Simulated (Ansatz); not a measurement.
Consider the ligand exchange at the Si–O bond: `CO[SiH2]O[SiH](O)F` + `N[SiH2]F` → `CO[SiH2]N[SiH2]F` + `O[SiH](O)F`.

Program: Ansatz. Geometries: PBE0-D4/def2-TZVP. ΔE: electronic, gas phase. CCSD(T)/CBS is the MP2 limit (def2-TZVPP, def2-QZVPP) plus CCSD(T) − MP2 in def2-TZVPP, frozen cores. This one scheme is used for every species. Functionals use def2-TZVPP. B3LYP here is the variant with VWN-RPA as its local correlation; programs differ in this. One conformer a species, not always the lowest.

`CO[SiH2]O[SiH](O)F`:

Cartesian coordinates in Å:
```
C 0.406 -0.651 -2.218
O 0.142 -0.364 -0.859
Si -0.828 0.881 -0.378
O -0.735 0.905 1.244
Si 0.098 0.149 2.425
O 0.731 -1.237 1.874
F 1.248 1.139 2.898
H -0.498 -0.993 -2.733
H 0.801 0.227 -2.740
H 1.153 -1.444 -2.262
H -2.229 0.636 -0.797
H -0.327 2.153 -0.953
H -0.761 -0.102 3.586
H 0.801 -1.297 0.913
```

`N[SiH2]F`:

Z-matrix (Å, degrees):
```
Si
F 1 1.605
N 1 1.696 2 114.6
H 1 1.479 2 105.8 3 -119.3
H 1 1.479 2 105.8 3 119.3
H 3 1.006 1 122.0 2 77.5
H 3 1.006 1 122.0 2 -77.5
```

`CO[SiH2]N[SiH2]F`:

Cartesian coordinates in Å:
```
C 1.096 -1.066 2.314
O 0.494 -0.948 1.046
Si -0.116 0.462 0.474
N -1.039 0.145 -0.937
Si -0.641 0.523 -2.554
F -1.302 1.902 -3.030
H 1.210 -2.127 2.542
H 2.087 -0.600 2.329
H 0.483 -0.606 3.099
H -0.958 1.061 1.546
H 0.965 1.401 0.079
H -1.923 -0.326 -0.794
H 0.824 0.693 -2.654
H -1.180 -0.515 -3.460
```

`O[SiH](O)F`:

Cartesian coordinates in Å:
```
O 0.728 0.104 -1.143
Si -0.123 0.283 0.235
O -1.269 -0.858 0.290
F 0.897 0.156 1.455
H 1.612 0.470 -1.187
H -0.790 1.585 0.368
H -1.055 -1.740 -0.018
```

Is it downhill or uphill in electronic energy at CCSD(T)/CBS, and by how much? (Estimate.)

The calculation gave: Uphill: ΔE = +61.6 kJ/mol.

What do these levels give: PBE-D4, r2SCAN-D4, B3LYP-D4, B2PLYP, PBE, PBE0, B3LYP, MP2/def2-TZVPP, SCS-MP2/def2-TZVPP, HF/def2-QZVPP, SCS-MP2/def2-QZVPP, CCSD/CBS(def2)? (An estimate is asked.)

Ansatz gave: PBE-D4 55.4, r2SCAN-D4 61.7, B3LYP-D4 64.2, B2PLYP 62.4, PBE 53.9, PBE0 56.4, B3LYP 61.9, MP2/def2-TZVPP 60.4, SCS-MP2/def2-TZVPP 61.8, HF/def2-QZVPP 69.0, SCS-MP2/def2-QZVPP 62.4, CCSD/CBS(def2) 62.5 kJ/mol.

Largest T1 diagnostic among the species: 0.012.

In def2-TZVPP, CCSD(T) changes the Hartree–Fock value by −6.9 kJ/mol (the triples alone add −0.9 kJ/mol) and MP2 by −7.5 kJ/mol.
